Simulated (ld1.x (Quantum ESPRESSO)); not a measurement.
Configuration tests for oxygen (ultrasoft)

oxygen (O), ultrasoft, made with ld1.x (Quantum ESPRESSO) 7.5 (BLYP, scalar-relativistic). Core [He], reference 2s2 2p4. Waves: 2s (bound): rcut 0.55, rcutus 0.70 bohr; 2s channel at 1.5 Ry: rcut 0.55, rcutus 0.70 bohr; 2p (bound): rcut 1.30, rcutus 1.45 bohr; 2p channel at 1.1 Ry: rcut 1.30, rcutus 1.45 bohr. Local part: all-electron potential smoothed inside 1.15 bohr (lloc = -1). Core correction: a·sin(br)/r model core inside 0.60 bohr. Augmentation charge: built from norm-conserving waves at rcut, not smoothed further.

Energies are relative to the spin-unpolarised reference configuration 2s2 2p4; without spin polarisation the order of configurations can differ from experiment.

| valence configuration | charge | ΔE all-electron (eV) | error AE − PS (meV) |
| --- | --- | --- | --- |
| 2s2 2p3 | +1 | 16.428 | +24 |
| 2s2 2p1 | +3 | 103.974 | +1513 |
| 2s1 2p4 | +1 | 31.522 | +63 |
| 2s1 2p5 | 0 | 14.832 | +51 |
| 2s2 2p3.5 | +0.5 | 6.283 | -0.8 |
| 2s2 2p4.3 | -0.3 | -2.121 | -1.7 |

Problem. What are ΔE and the potential's error for 2s2 2p2?

Solution. ΔE = 50.037 eV all-electron; the error (AE − PS) is +395 meV.

Levels in the configuration 2s2 2p3:

| level | all-electron (eV) | pseudo (eV) |
| --- | --- | --- |
| 2s | -39.529 | -39.436 |
| 2p | -24.456 | -24.345 |
